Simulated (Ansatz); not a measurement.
Calculated with Ansatz (gas phase, PBE0-D4/def2-TZVP geometries, no zero-point term in ΔE). CBS: MP2 limit from def2 TZ/QZ plus the TZ coupled-cluster correction, frozen cores. This one scheme is used for every species. Functionals use def2-TZVPP. def2 core potentials past Kr. For In, Te outer-core shells are correlated without core-valence functions, which leaves a few kJ/mol of doubt a bond.

Consider the cleavage of the In–B bond: `[InH2][BH][TeH]` + NH₃ → `[NH2][InH2]` + `B[TeH]`.

| level | ΔE (kcal/mol) | difference from CCSD(T)/CBS |
| --- | --- | --- |
| BLYP-D4 | -4.9 | -1.4 |
| r2SCAN-D4 | -3.6 | -0.1 |
| PBE0-D4 | -1.9 | 1.6 |
| r2SCANh-D4 | -3.3 | 0.2 |
| CAM-B3LYP-D4 | -5.7 | -2.2 |
| ωB97X-V | -4.7 | -1.2 |
| r2SCAN | -3.7 | -0.2 |
| PBE0 | -2.4 | 1.1 |
| r2SCAN0 | -3.2 | 0.3 |
| BHLYP | -5.5 | -2.0 |
| CCSD(T)/def2-SVP | -4.4 | -0.9 |
| HF/def2-TZVPP | -6.3 | -2.8 |
| CCSD/def2-TZVPP | -3.6 | -0.1 |
| MP2/def2-QZVPP | -3.9 | -0.4 |
| SCS-MP2/def2-QZVPP | -4.8 | -1.3 |
| HF/CBS(def2) | -6.5 | -3.0 |
| CCSD(T)/CBS | -3.5 | 0 |

Largest T1 diagnostic among the species: 0.016.

The D4 term adds +0.9 kcal/mol with B3LYP and +0.5 kcal/mol with PBE0; it sums over pairs of atoms, weighted by their polarisabilities, and B3LYP, whose exchange is more repulsive, gets the larger term. In def2-TZVPP, CCSD(T) changes the Hartree–Fock value by +2.9 kcal/mol (the triples alone add +0.2 kcal/mol) and MP2 by +2.5 kcal/mol.

B3LYP here is the variant with VWN-RPA as its local correlation; programs differ in this.
